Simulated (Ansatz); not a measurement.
## Four-centre ligand exchange

Start structure (BH₂F₃, singlet), relaxed at PBE0-D4/def2-TZVP:

```
6
angstrom
B -0.4457 -0.1010 -0.7432
H 0.1353 0.6513 -1.4582
F -0.3238 -1.4020 -0.8714
F -1.3150 0.3470 0.1477
H 0.6807 0.3653 1.8000
F 1.2686 0.1394 1.1253
```

The step: BHF₂ ([F][BH][F]) + HF → BF₃ ([F][B]([F])[F]) + H₂; bonds formed: B1–F6, H2–H5; bonds broken: B1–H2, H5–F6. Ansatz 0.2.0; basis: def2-TZVPP and def2-QZVPP; cores frozen in the correlated methods. Extrapolation: Hartree–Fock as exp(−7.88 √X), correlation as X^−2.97. Energies below are by CCSD(T) at an estimated basis limit (MP2 extrapolated from triple and quadruple zeta, plus CCSD(T) − MP2 in triple zeta).

**Question.** What are the electronic barrier and the energy of the step, from the start structure to the end structure? (An estimate is asked for; the value comes from the calculation.)

**Answer.** The calculation gives: Barrier 1.182 eV; step energy -1.085 eV (downhill); reverse barrier, their difference, 2.267 eV. Barrier and step energy count from the start structure, the reverse barrier from the end structure.

The saddle point: One imaginary mode of 1214i cm⁻¹.
```tsv
pair	start (Å)	saddle (Å)	end (Å)
B1–F6	2.55	1.61	1.31
H2–H5	3.32	1.08	0.75
B1–H2	1.19	1.33	2.82
H5–F6	0.92	1.14	2.91
```

Zero-point energy (harmonic, PBE0-D4): ZPE is 0.793 eV at the start and 0.759 eV at the saddle, so the barrier goes from 1.182 to 1.148 eV.

T1 diagnostic: at most 0.013. The end structure is not quite a true minimum (one mode of 33i cm⁻¹).

Labels in which every atom is bracketed show which atoms are joined, not bond orders.

For scale, one of the runs: CCSD(T)/def2-TZVPP, 152 basis functions, launched by `ansatz run in.yaml --threads 2 --pin off --events-out ev --progress --plain --max-ram 4352MiB`. Hardware: 2 CPU threads of an Arm Neoverse V1, shared host. Wall time 33 s; peak host memory 1.1 GiB.
